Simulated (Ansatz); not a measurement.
Frontier orbitals of CH5GeNSe (`[NH2][GeH2][CH]=[Se]`).

Total charge 0; spin multiplicity 1. Correlated methods include outer-core shells of Ge, Se, which these sets cover unevenly. Scalar relativity is left out up to krypton. All single points use the PBE0-D4/def2-TZVP geometry. It is one conformer, not always the lowest. Basis def2-TZVPP, the Gaussian-basis code of Ansatz.

Orbital energies of one run (eV). Highest occupied ones, from the top: -6.24, -7.65, -8.42, -9.77, -10.00, -10.91, -11.61, -13.47, -14.93, -16.81, -21.38, -23.63, -33.77, -33.77. Empty: -2.87, 0.44, 1.07, 1.40, 2.33, 2.39.

Q: Which functional gave them?
A. ωB97M-V
B. PBE0
C. LDA (SPW92)
D. CAM-B3LYP

A: B. HOMO energies: PBE0 -6.24, LDA (SPW92) -5.25, CAM-B3LYP -7.52, ωB97M-V -8.38 eV.
